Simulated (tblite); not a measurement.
C6H8NS (doublet state).
Bonds: C1–C2 (double), C2–C3, C3–C4, C4–C5 (double), C3–C6, C6–N7, C6–S8 (double). Hydrogens: H9, H10 on C1; H11 on C2; H12 on C3; H13 on C4; H14, H15 on C5; H16 on N7.

The geometry is computed with GFN2-xTB (gas phase). This method treats the open shell by occupation alone, without spin polarisation.

Q: Give the optimised bond lengths and angles.

A: 
```json
{"bond": "C1=C2, C4=C5", "length (Å)": "1.319"}
{"bond": "C2–C3, C3–C4", "length (Å)": "1.505"}
{"bond": "C3–C6", "length (Å)": "1.507"}
{"bond": "C6–N7", "length (Å)": "1.262"}
{"bond": "C6=S8", "length (Å)": "1.731"}
{"bond": "C1–H9, C5–H14", "length (Å)": "1.076"}
{"bond": "C1–H10, C5–H15", "length (Å)": "1.078"}
{"bond": "C2–H11, C4–H13", "length (Å)": "1.080"}
{"bond": "C3–H12", "length (Å)": "1.094"}
{"bond": "N7–H16", "length (Å)": "1.014"}
```

Bonds in one row agree within 0.01 Å and their mean is given. A selection of angles:
```json
{"angle": "C2–C1–H9", "degrees": "121.7"}
{"angle": "C2–C1–H10", "degrees": "122.0"}
{"angle": "H9–C1–H10", "degrees": "116.3"}
{"angle": "C1–C2–C3", "degrees": "123.7"}
{"angle": "C1–C2–H11", "degrees": "121.7"}
{"angle": "C3–C2–H11", "degrees": "114.6"}
{"angle": "C2–C3–C4", "degrees": "109.2"}
{"angle": "C2–C3–C6", "degrees": "109.1"}
{"angle": "C2–C3–H12", "degrees": "110.1"}
{"angle": "C6–C3–H12", "degrees": "109.7"}
{"angle": "C3–C6–N7", "degrees": "120.9"}
{"angle": "C3–C6–S8", "degrees": "117.4"}
{"angle": "N7–C6–S8", "degrees": "121.7"}
{"angle": "C6–N7–H16", "degrees": "117.6"}
```

Dihedral angles: C1–C2–C3–C4 114° (anticlinal); C2–C3–C4–C5 -117° (anticlinal); C2–C3–C6–N7 -59° (synclinal); H16–N7–C6–C3 180° (antiperiplanar). The mirror-image conformer, all signs reversed, is as good.

C2 (carbon bonded to 2 C and H) is planar (angles 123.7°, 121.7° and 114.6°, sum 360.0°, 0.00 Å off the plane of its three neighbours). The C–C distances run from 1.319 Å (C4=C5, drawn double) to 1.507 Å (C3–C6, drawn single), a spread of 0.188 Å. C1 (carbon bonded to C and 2 H) is planar (angles 122.0°, 121.7° and 116.3°, sum 360.0°, 0.00 Å off the plane of its three neighbours). Of the pairs four or more bonds apart, N7···H11 is among the closest relative to their van der Waals radii: 2.68 Å, 97 % of the sum of Bondi's values. C6 (carbon bonded to C, N and S) is planar (angles 121.7°, 120.9° and 117.4°, sum 360.0°, 0.00 Å off the plane of its three neighbours).

Point group: near Cs, missed by 0.09 Å at most; the miss may be what the optimiser left on a soft mode. Its lowest GFN2-xTB frequency is 8i cm⁻¹, too small to tell a flat minimum from a shallow saddle. Torsions: C1–C2–C3–C4 114°, C2–C3–C4–C5 -117°, C2–C3–C6–N7 -59°, C3–C6–N7–H 180°.
